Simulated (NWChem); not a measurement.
System: BH3SeO2; SMILES OB(O)[SeH]

```xyz
7

B      0.0026    -0.9724     0.0000
O      1.1545    -1.6967     0.0000
H      1.9634    -1.1783     0.0000
O     -1.1906    -1.6108     0.0000
H     -1.0753    -2.5688     0.0000
Se     0.0243     0.9990     0.0000
H     -1.4393     1.1044     0.0000
```
Atoms are numbered in this order, from 1.

Computed with NWChem. All runs use the structure optimised with PBE0/def2-SVP. B3LYP is NWChem's, with the RPA form of VWN correlation. Ions are spin-unrestricted doublets at the neutral geometry; other ion states weren't tried.

| level | vertical ionisation energy, ΔSCF (eV) | −ε(HOMO) (eV) | ΔSCF minus −ε(HOMO) (eV) |
|---|---|---|---|
| B3LYP/def2-SVP | 9.39 | 6.59 | 2.80 |
| PBE/def2-SVP | 9.22 | 5.65 | 3.57 |
| BHandHLYP/def2-SVP | 9.36 | 7.91 | 1.45 |
| LRC-wPBEh/def2-SVP | 9.42 | 8.75 | 0.67 |
| PBE0/def2-SVP | 9.39 | 6.89 | 2.50 |
